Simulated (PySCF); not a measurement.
## BiI₂⁺ at several levels of theory

All levels use the PBE0 minimum (singlet; Bi–I 2.696 Å (×2); I–Bi–I 102.1°), basis [Bi def2-TZVP with ECP60, I def2-TZVP with ECP28], scalar-relativistic core potentials, density fitting, no spin–orbit coupling, PySCF. For vertical energies the ionised species is a doublet (spins chosen at PBE0 and kept) and the electron-attached one a doublet. Open shells are unrestricted, also as the reference of the correlated levels. Dipoles are about the centre of mass. A dash marks a value that was not computed or is not defined at that level.

| level | vertical IP (eV) | vertical EA (eV) | −ε(HOMO) (eV) | gap (eV) | dipole (D) |
| --- | --- | --- | --- | --- | --- |
| PBE0 | 14.46 | 7.61 | 12.47 | 3.15 | 2.05 |
| HF | 13.41 | 7.55 | 14.79 | 8.08 | 2.84 |
| MP2 | 14.96 | 7.58 | – | – | – |
| PBE | 14.05 | 7.31 | 11.39 | 1.59 | 1.71 |

Spin contamination in at least one species weakens the values at: HF, MP2.

Spin–orbit coupling, left out here, can matter for elements this heavy.
